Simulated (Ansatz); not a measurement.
## Strength of the Ge–S bond: Ge2H6S → GeH3S + GeH3

Species: Ge2H6S (digermathiane) `[GeH3][S][GeH3]`, singlet; GeH3S `[S][GeH3]`, doublet; GeH3 `[GeH3]`, doublet. 

Shapes, held fixed at every level: PBE0-D4/def2-TZVP. Programs: Ansatz 0.2.0. The zero-point and thermal change to 298 K, harmonic and unscaled (PBE0-D4/def2-TZVP), is -11.2 kJ/mol.

```tsv
level	kind	ΔH(298 K) (kJ/mol)	less CCSD(T)/def2-TZVPP
HF/def2-TZVPP	Hartree–Fock	+219.2	-106.7
r2SCAN-D4/def2-TZVPP	meta-GGA	+317.0	-8.9
wB97M-V/def2-TZVPP	range-separated hybrid	+329.4	+3.5
wB97X-V/def2-TZVPP	range-separated hybrid	+333.9	+8.0
CCSD(T)/def2-SVP	coupled cluster or CI	+303.1	-22.8
CCSD/def2-SVP	coupled cluster or CI	+295.3	-30.6
CCSD/def2-TZVPP	coupled cluster or CI	+314.5	-11.4
CCSD(T)/def2-TZVPP	coupled cluster or CI	+325.9	0.0
```

The highest level, CCSD(T)/def2-TZVPP, gives ΔH(298 K) = +325.9 kJ/mol; the levels span +219.2 to +333.9. The column of differences is taken from that level and isn't an error. Hartree–Fock misses the correlation of the pair that is broken and comes out low. No measured value is set beside it here. Open shells run unrestricted unless RO is named. Relativity is left out for Ge unless named. Correlated rows may include outer-core shells of Ge, which these sets cover unevenly.
